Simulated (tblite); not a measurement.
C4H7N3Si.
Cartesian coordinates in Å at the GFN2-xTB level; atoms count from 1:
```xyz
15
C4H7N3Si angstrom
Si    -2.557   -0.054    0.072
N     -0.967   -0.754   -0.047
C      0.236   -0.161    0.194
C      1.446   -0.844    0.071
C      2.609   -0.138    0.339
N      2.620    1.133    0.700
N      1.495    1.777    0.818
C      0.349    1.187    0.584
H     -2.788    0.390    1.447
H     -2.670    1.061   -0.868
H     -3.416   -1.176   -0.297
H     -0.881   -1.721   -0.324
H      1.471   -1.885   -0.221
H      3.580   -0.608    0.263
H     -0.532    1.801    0.708
```

Level: GFN2-xTB in tblite, geometry and Hessian alike; calculated harmonic values, unscaled, isolated species. The method is semi-empirical: single wavenumbers can be off by several per cent or more. Modes of hydrogen on silicon can be 10 to 20 % off. One conformer, not necessarily the lowest.

Harmonic wavenumbers (cm⁻¹): 71.9, 134.3, 152.6, 199.3, 343.0, 360.1, 461.6, 490.0, 500.1, 593.2, 618.3, 644.8, 717.6, 761.2, 778.4, 794.4, 806.5, 807.4, 885.3, 915.5, 945.0, 1023.4, 1096.4, 1121.5, 1219.4, 1227.8, 1252.2, 1355.2, 1393.1, 1455.3, 1527.6, 1545.5, 2259.5, 2273.5, 2292.6, 3052.7, 3066.6, 3070.8, 3424.5.

A = 5055, B = 1027, C = 862.1 MHz; mass 125.041 u (most abundant isotopes); point group Cs, symmetry number 1.

Q: What is the zero-point energy?

A: ½Σν̃ = 22819 cm⁻¹ = 65.24 kcal/mol.

Q: Entropy at 200 K, 1 bar (ideal gas, RRHO, classical rotation)?

A: Translation 38.43, rotation 27.47, vibration 11.62: S = 77.5 cal/(mol K).

Q: And Cp and H(200 K) − H(0)?

A: Cp = 23.41 cal/(mol K), of which vibrations give 15.47 (their classical limit is 39 R = 77.5); H(200 K) − H(0) = 2.96 kcal/mol without the zero-point energy, 1.37 from vibrations.

Q: How do the functions run with temperature in this model?

A: 
| T (K) | S (cal/(mol K)) | Cp (cal/(mol K)) | H − H(0) (kcal/mol) | G − H(0) (kcal/mol) | ln q(vib) |
| --- | --- | --- | --- | --- | --- |
| 50 | 56.1 | 10.7 | 0.44 | -2.36 | 0.17 |
| 100 | 64.8 | 14.7 | 1.08 | -5.40 | 0.79 |
| 298.15 | 88.7 | 33.0 | 5.74 | -20.70 | 4.18 |
| 373.15 | 96.8 | 39.7 | 8.47 | -27.66 | 5.64 |
| 500 | 109.8 | 48.9 | 14.12 | -40.78 | 8.21 |
| 750 | 132.1 | 60.7 | 27.95 | -71.09 | 13.25 |
| 1000 | 150.6 | 67.9 | 44.09 | -106.49 | 17.99 |

q(vib) and H(0) count from the zero-point level.

Q: What must be added to the electronic energy to get the Gibbs energy at 200 K and 1 bar?

A: ZPE + [H(200 K) − H(0)] − T·S = 65.24 + 2.96 − 15.50 = 52.70 kcal/mol.

Q: Which modes carry the vibrational entropy at 200 K?

A: 71.9 cm⁻¹: 3.32; 134.3 cm⁻¹: 2.13; 152.6 cm⁻¹: 1.90; 199.3 cm⁻¹: 1.43; 343.0 cm⁻¹: 0.63; 360.1 cm⁻¹: 0.57 cal/(mol K); the other 33 give 1.63 together.

Hindered rotation and anharmonicity are outside this model. Other conformers, if any are populated, would add a mixing term that is left out.
